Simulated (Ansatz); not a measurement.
Molecule: C₃H₃O₂, net charge 0, doublet state. It need not be the lowest isomer of its formula. SMILES: CC(=O)[C]=O
Coordinates optimised at B3LYP-D3(BJ)/def2-TZVP (Ansatz, a quantum-chemistry and plane-wave program):
```
C
O 1 1.2501
C 1 1.3938 2 116.50
O 3 1.1553 2 145.87 1 -180.00
C 1 1.5052 2 125.20 3 180.00
H 5 1.0913 1 112.24 2 180.00
H 5 1.0915 6 108.99 1 -121.08
H 5 1.0915 6 108.99 7 -117.84
```
Charge 0, spin multiplicity 2.

Property: atomisation energy (electronic, to ground-state atoms), in kcal/mol. Correlated levels leave the core frozen unless marked. UHF or UKS for open shells. No spin-orbit coupling. Non-relativistic unless marked X2C. The coupled-cluster limit lacks core correlation, which all-electron functionals hold. CBS marks a two-point X^-3 extrapolation of the correlation energy; Hartree-Fock from the larger set. [CCSD(T)-MP2]/basis is that difference in the basis named.

```tsv
level	program	atomisation energy (kcal/mol)	minus last row
HF/6-31G*	Ansatz	570.5	-268.2
BLYP/def2-TZVPD	Ansatz	853.0	14.3
CAM-B3LYP-D4/def2-TZVPD	Ansatz + dftd4	847.9	9.2
wB97M-V/def2-TZVPD	Ansatz	845.8	7.1
B2PLYP/def2-TZVPD	Ansatz	837.0	-1.7
X2C-CCSD(T)/cc-pVTZ-DK	Ansatz	813.3	-25.4
RI-MP2/CBS(cc-pVTZ,cc-pVQZ)+[CCSD(T)-MP2]/cc-pVTZ	Ansatz	838.7	0.0
```
